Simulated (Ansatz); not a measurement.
Consider the ligand exchange at a Ti–Cl bond: `[F][Ti]([Cl])([Cl])[Cl]` + H₂S → `[F][Ti]([SH])([Cl])[Cl]` + HCl.

Isolated molecules relaxed with PBE0-D4/def2-TZVP in Ansatz; ΔE leaves out vibrations. CCSD(T)/CBS is the MP2 limit (def2-TZVPP, def2-QZVPP) plus CCSD(T) − MP2 in def2-TZVPP, frozen cores. This one scheme is used for every species. DFT in def2-TZVPP. B3LYP here is the variant with VWN-RPA as its local correlation; programs differ in this. For Ti outer-core shells are correlated without core-valence functions, which leaves a few kJ/mol of doubt a bond. Scalar relativity is left out up to krypton. One conformer a species, not always the lowest.

```
          level  ΔE (kJ/mol)  difference from CCSD(T)/CBS
        BLYP-D4         54.1                          1.9
         B97M-V         57.6                          5.4
       B3LYP-D4         55.1                          2.9
         r2SCAN         56.0                          3.8
           PBE0         54.0                          1.8
        r2SCANh         56.0                          3.8
        LC-ωPBE         56.7                          4.5
    HF/def2-SVP         64.4                         12.2
   MP2/def2-SVP         54.8                          2.6
CCSD/def2-TZVPP         55.0                          2.8
    CCSD(T)/CBS         52.2                            0
```

Largest T1 diagnostic among the species: 0.026, so the coupled-cluster value is less sure than usual.

From BLYP to BHLYP (50 % exact exchange), in def2-TZVPP and without D4, ΔE moves by +3.1 kJ/mol. In def2-TZVPP, CCSD(T) changes the Hartree–Fock value by −15.3 kJ/mol (the triples alone add −2.8 kJ/mol) and MP2 by −17.4 kJ/mol. Leaving LDA and LC-ωPBE aside and taking each functional with its dispersion term where it has one, the values, not all of them listed here, spread over 7.3 kJ/mol, from revPBE-D4 to CAM-B3LYP-D4.
